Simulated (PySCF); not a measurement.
Geometries of 2 isomers of GeH6O2Si, from PySCF 2.14.0, PBE0-D3(BJ)/def2-SVP geometry optimisation, gas phase. One conformer each, no zero-point energy, no frequencies.

Task: Which isomer lies lower at this level?
A.
```xyz
10
angstrom
O      1.153   -1.115    0.448
Si     1.305    0.470   -0.042
O     -0.196    0.914   -0.538
Ge    -1.733    0.004   -0.593
H      1.920   -1.585    0.783
H      2.278    0.592   -1.169
H      1.753    1.340    1.087
H     -1.567   -1.203   -1.532
H     -2.757    1.005   -1.148
H     -2.105   -0.441    0.830
```
B.
```xyz
10
angstrom
O     -1.462   -0.961   -0.883
Si    -0.665   -0.120    0.304
O     -1.269    1.433    0.324
Ge     1.622   -0.164   -0.327
H     -2.421   -0.882   -0.886
H     -0.880   -0.718    1.664
H     -1.326    1.877    1.174
H      1.804    0.415   -1.741
H      2.195   -1.593   -0.302
H      2.453    0.693    0.650
```

Result: A. That is `O[SiH2][O][GeH3]`, 5.0 kcal/mol below the other.

```csv
SMILES,atoms numbered as above,E (Eh),relative (kcal/mol),relative (kJ/mol),dipole (D)
O[SiH2][O][GeH3],[OH:1][SiH2:2][O:3][GeH3:4],-2519.62455,0.0,0.0,1.49
O[SiH](O)[GeH3],[OH:1][SiH:2]([OH:3])[GeH3:4],-2519.61654,5.0,21.0,2.38
```
